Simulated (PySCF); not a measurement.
**TlSb and its ions**

UHF-MP2; Tl def2-SVP with ECP60, Sb def2-SVP with ECP28; scalar-relativistic core potentials (PySCF 2.14). Neutral (UHF): triplet (π ↑↑), Re = 3.024 Å, ωe = 127 cm⁻¹, De = 1.14 eV.

TlSb⁺ (UHF): quartet (σ ↑, π ↑↑), Re = 3.460 Å, ωe = 54.1 cm⁻¹. The energies at the minima are -410.94574 hartree for TlSb and -410.72307 for TlSb⁺.

**Question.** Work out the adiabatic ionisation energy, without and with harmonic zero-point energies (1 hartree = 27.2114 eV, 1 eV = 8065.5 cm⁻¹), and the change of the bond length.

**Answer.** At UHF-MP2: 0.22267 hartree = 6.059 eV between the minima; the zero-point term (54.1 − 127.0)/2 cm⁻¹ = -0.005 eV makes it 6.055 eV. Re changes by +43.6 pm against the neutral. The electron leaves a σ orbital, and the ion is left as a loose complex of an ion and an atom.

Correlated steps freeze 8 core orbitals. Correlated levels converge slowly with the basis: in double zeta they bind strong bonds too weakly, by up to about 1 eV, and carry superposition errors of some tenths. These are scalar-relativistic numbers at best; spin–orbit coupling would shift them, the dissociation energy most. States were picked by a PBE0 search and need not be the measured ground states.
